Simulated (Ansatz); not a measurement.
Basis-set extrapolation for `CC[SiH](Cl)OC` (PBE0-D4/def2-TZVP geometry, frozen core, the Gaussian-basis code of Ansatz). Multiplicity 1, RHF reference.

```
                      def2-TZVPP   def2-QZVPP
                 HF  -942.350878  -942.382314
    MP2 correlation    -1.073333    -1.155192
CCSD(T) correlation    -1.181490      not run
```

Energies in hartree. Use E(X) = E(∞) + A·exp(−7.88·√X) for Hartree–Fock and E(X) = E(∞) + B·X^(−2.97) for correlation, with X = 3 and 4, and add CCSD(T) minus MP2 of the smaller set to the MP2 limit.

What is the CCSD(T) energy at the basis-set limit?

HF limit: -942.382314 + (-0.031436) × 0.13774 = -942.38664. MP2 limit: -1.155192 + (-0.081859) × 0.74074 = -1.21583. Higher-order term: -1.181490 − (-1.073333) = -0.10816. Total: -943.71063 hartree, 468.0 kJ/mol below CCSD(T)/def2-TZVPP.
